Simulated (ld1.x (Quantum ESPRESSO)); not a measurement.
## Which change was made? (B, RRKJ)

```
Element                 : boron
Generator               : ld1.x (Quantum ESPRESSO) 7.5
Type                    : norm-conserving RRKJ (Kleinman–Bylander form)
Functional              : LDA (PZ)
Relativity              : non-relativistic
Frozen core             : [He]
Valence charge          : 3
Reference configuration : 2s2 2p1
Partial waves           : 2s (bound): rc 1.20 bohr; 2p (bound): rc 2.35 bohr; 3d channel at 0.25 Ry: rc 2.00 bohr
Local potential         : all-electron potential smoothed inside 1.20 bohr (lloc = -1)
Core correction         : Bessel-smoothed model core inside 0.55 bohr
rho0                    : 0.001
```

Cutoffs, loose and tight: the cutoffs (Ry, on a coarse ladder) from which the occupation-weighted sum of valence levels, in a spherical-Bessel basis at the reference potential, stays within 10 and 1 mRy of its value at 400 Ry. They do not see the model core or the augmentation charge, which bear on the density cutoff. Test errors are all-electron minus pseudo excitation energies from the reference, over the configurations 2s2 2p0; 2s1 2p0; 2s2 2p0.5; 2s2 2p1.3; 2s1 2p2; 2s1 2p1; 2s0 2p3 (two spin-polarised tests are not counted in the largest error); variants that change the core or the reference have their own tests.

The base gives: outcome: generated; cutoff, loose: 40 Ry; cutoff, tight: 80 Ry; bound ghosts: none; largest test error (meV): +144.

Task: After one change the result is: outcome: generated; cutoff, loose: 35 Ry; cutoff, tight: 55 Ry; bound ghosts: none; largest test error (meV): +223. Which change was it?
A. all radii but the core radius scaled by about 1.24 (s 1.48, p 2.92, d 2.48 bohr); local potential all-electron potential smoothed inside 1.48 bohr (lloc = -1)
B. all radii but the core radius scaled by about 0.78 (s 0.94, p 1.84, d 1.56 bohr); local potential all-electron potential smoothed inside 0.94 bohr (lloc = -1)
C. all radii but the core radius scaled by about 0.90 (s 1.08, p 2.10, d 1.80 bohr); local potential all-electron potential smoothed inside 1.08 bohr (lloc = -1)
D. all radii but the core radius scaled by about 1.14 (s 1.36, p 2.68, d 2.28 bohr); local potential all-electron potential smoothed inside 1.36 bohr (lloc = -1)

Result: D. The others give: all radii but the core radius scaled by about 1.24 (s 1.48, p 2.92, d 2.48 bohr); local potential all-electron potential smoothed inside 1.48 bohr (lloc = -1) → outcome: generated; cutoff, loose: 35 Ry; cutoff, tight: 50 Ry; bound ghosts: none; largest test error (meV): +292 | all radii but the core radius scaled by about 0.78 (s 0.94, p 1.84, d 1.56 bohr); local potential all-electron potential smoothed inside 0.94 bohr (lloc = -1) → outcome: failed: compute_chi: n is too large | all radii but the core radius scaled by about 0.90 (s 1.08, p 2.10, d 1.80 bohr); local potential all-electron potential smoothed inside 1.08 bohr (lloc = -1) → outcome: generated; cutoff, loose: 90 Ry; cutoff, tight: 140 Ry; bound ghosts: none; largest test error (meV): +95.
